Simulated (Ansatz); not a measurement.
## A barrier at the coupled-cluster level

Start structure (AlNH₄SF₂, singlet), relaxed at PBE0-D4/def2-TZVP:

Al1  (-0.439, 0.504, -0.565)
S2  (1.518, 1.289, -1.202)
F3  (-1.105, -0.686, -1.516)
F4  (-1.468, 1.614, 0.119)
H5  (0.892, -0.616, 1.318)
N6  (-0.096, -0.600, 1.084)
H7  (1.712, 0.264, -2.050)
H8  (-0.408, -1.556, 0.940)
H9  (-0.606, -0.212, 1.872)
(Å)

The step: AlHSF₂ ([F][Al]([F])[SH]) + NH₃ → AlNH₂F₂ ([NH2][Al]([F])[F]) + H₂S (still joined by a long Al–S bond); bonds formed: S2–H5; dative contacts that become bonds: Al1–N6; bonds broken: H5–N6; bonds weakened to dative contacts: Al1–S2. Computed with Ansatz 0.2.0 (basis: def2-TZVPP and def2-QZVPP); correlated methods freeze the cores. Extrapolation: Hartree–Fock as exp(−7.88 √X), correlation as X^−2.97. Energies below are by CCSD(T) at an estimated basis limit (MP2 extrapolated from triple and quadruple zeta, plus CCSD(T) − MP2 in triple zeta).

Task: What are the electronic barrier and the energy of the step, from the start structure to the end structure? (An estimate is asked for; the value comes from the calculation.)

Result: By the calculation: Barrier 34.46 kcal/mol; step energy 27.44 kcal/mol (uphill); reverse barrier, their difference, 7.02 kcal/mol. Barrier and step energy count from the start structure, the reverse barrier from the end structure.

The saddle point: One imaginary mode of 468i cm⁻¹.
| pair | start (Å) | saddle (Å) | end (Å) |
| --- | --- | --- | --- |
| Al1–N6 | 2.01 | 1.84 | 1.77 |
| S2–H5 | 3.22 | 1.47 | 1.34 |
| Al1–S2 | 2.20 | 2.44 | 2.52 |
| H5–N6 | 1.02 | 1.67 | 3.37 |

Zero-point energy (harmonic, PBE0-D4): ZPE is 33.76 kcal/mol at the start and 29.94 kcal/mol at the saddle, so the barrier goes from 34.46 to 30.64 kcal/mol.

The T1 diagnostic stays at or below 0.012.

Labels in which every atom is bracketed show which atoms are joined, not bond orders.

For scale, one of the runs: CCSD(T)/def2-TZVPP, 233 basis functions, launched by `ansatz run in.yaml --threads 4 --pin off --events-out ev --progress --plain --max-ram 9574MiB`. Hardware: 4 CPU threads of an Intel Xeon 6975P-C, shared host. Wall time 32 s; peak host memory 4.4 GiB.
